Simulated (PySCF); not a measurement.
**Continuum solvent and chemical shifts**

Numbering as in the mapped SMILES `[O:1]=[C:2]([OH:3])[CH2:4][c:5]1[cH:6][cH:7][cH:8][c:9]([F:10])[cH:11]1`. Hydrogens are named by the atom that carries them.

GIAO PBE0/pcSseg-1 in PySCF on one PBE0-D3(BJ)/def2-SVP conformer, non-relativistic, equivalent nuclei averaged. Solvents enter as an IEF-PCM continuum (cyclohexane with ε = 2.0, chloroform with ε = 4.7, dimethylsulfoxide with ε = 46.8) around the gas-phase geometry. Shifts are referred to TMS, CFCl3 computed in the same medium.

In cyclohexane, δ in ppm: C2 177.4, C9 170.8, C5 142.8, C7 136.2, C6 130.4, C11 121.0, C8 120.4, C4 41.9, F10 -111.8, H(C11) 7.74, H(C7) 7.52, H(C6) 7.19, H(C8) 7.19, H(O3) 6.01. Dipole moment 3.12 D.

Question: How does each δ change in the more polar media?

Answer: 
```
 atoms                          environment  Δδ, chloroform  Δδ, dimethylsulfoxide
    C2               carboxylic acid carbon            +1.4                   +2.5
    C9     aromatic carbon bearing fluorine            +0.1                   +0.2
    C5          substituted aromatic carbon            +0.8                   +1.5
    C7                          aromatic CH            +0.8                   +1.6
    C6                          aromatic CH            +0.8                   +1.6
   C11                          aromatic CH             0.0                    0.0
    C8                          aromatic CH            +0.3                   +0.7
    C4              sp3 CH2 α to a carbonyl            +0.4                   +0.7
   F10                        aryl fluorine            -1.4                   -2.5
H(C11)           hydrogen on an aromatic CH           -0.02                  -0.04
 H(C7)           hydrogen on an aromatic CH           +0.10                  +0.19
 H(C6)           hydrogen on an aromatic CH           +0.12                  +0.23
 H(C8)           hydrogen on an aromatic CH           +0.08                  +0.15
 H(O3)  hydrogen on an acid hydroxyl oxygen           +0.29                  +0.54
```

Changes are relative to cyclohexane. The dipole moment becomes 3.42 D in chloroform, 3.70 D in dimethylsulfoxide.

Question: Which of the listed nuclei move most (in ppm), and what does the model miss? (N and O are left out, as their reference compounds move with the solvent too.)

Answer: C2 (carboxylic acid carbon, +2.5 ppm) and F10 (aryl fluorine, -2.5 ppm) in dimethylsulfoxide. A continuum only polarises the solute; specific hydrogen bonds, the anisotropy of aromatic solvents and changes of geometry or conformer are outside it.
